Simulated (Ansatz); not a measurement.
A nudged elastic band was laid between two geometries of ClFH$_{2}$SSi$_{2}$ (7 atoms, charge 0, multiplicity 1).

The calculation used RKS PBE-D4/def2-SVP (Ansatz 0.2.0).

* movable images: 7
* climbing image: yes
* spring: 5.0 eV/Å²
* optimiser: quadratic models (default)
* start path: through a guess of the saddle point
* force threshold: 0.05 eV/Å
* iteration limit: 60
* end points: relaxed

First end point:

```xyz
7
Properties=species:S:1:pos:R:3
F -1.256 -1.830 1.155
Si -0.698 -0.317 0.860
S 1.447 -0.063 0.998
Si 0.518 0.192 -0.965
Cl 0.595 2.107 -1.765
H -1.532 0.616 1.678
H 0.986 -0.772 -2.007
```

Last end point:

```xyz
7
Properties=species:S:1:pos:R:3
F -1.244 -1.697 0.785
Si -0.770 -0.166 0.404
S 1.510 -0.287 0.142
Si -0.033 0.482 -1.757
Cl 0.114 2.517 -1.033
H -0.966 0.688 1.628
H 1.451 -1.606 -0.215
```

Which bonds break or form, and what moves?

Bonds broken: Si4–H7. Bonds formed: S3–H7.

What energy profile does the band end with?

The run converged. The highest image is number 4 of 0 to 8, 1.40 eV above the first end and 0.33 eV above the last; the last end lies 1.08 eV above the first. A vibrational analysis at the climbing image gives one clearly imaginary mode, 674i cm⁻¹: a first-order saddle point. The orbitals stay closed-shell, which can raise the energy where a bond breaks towards radicals; this wasn't checked here.

| image | path coordinate (Å) | energy (eV) | Si4–H7 (Å) | S3–H7 (Å) |
| --- | --- | --- | --- | --- |
| 0 | 0.00 | 0.00 | 1.50 | 3.12 |
| 1 | 0.45 | 0.10 | 1.49 | 2.93 |
| 2 | 0.90 | 0.55 | 1.48 | 2.56 |
| 3 | 1.35 | 1.11 | 1.52 | 2.16 |
| 4 | 1.80 | 1.40 | 1.68 | 1.68 |
| 5 | 2.26 | 1.29 | 2.08 | 1.42 |
| 6 | 2.71 | 1.20 | 2.45 | 1.37 |
| 7 | 3.17 | 1.12 | 2.75 | 1.37 |
| 8 | 3.62 | 1.08 | 2.99 | 1.37 |

What is the geometry of the highest image?


```xyz
7
Properties=species:S:1:pos:R:3
F -1.463 -1.701 1.015
Si -0.620 -0.327 0.713
S 1.491 -0.502 0.681
Si 0.070 0.146 -1.486
Cl 0.209 2.243 -1.642
H -1.089 0.717 1.669
H 1.464 -0.645 -0.997
```

What are the harmonic wavenumbers there?

674i, 100, 112, 169, 232, 303, 424, 505, 539, 648, 669, 795, 876, 1536, 2230 cm⁻¹.

The band took 8 iterations and roughly 2.1 core-minutes.

The run took 67 s on 2 threads of Intel(R) Xeon(R) Platinum 8488C (Sapphire Rapids), with other jobs on the host, peak memory 0.16 GiB.
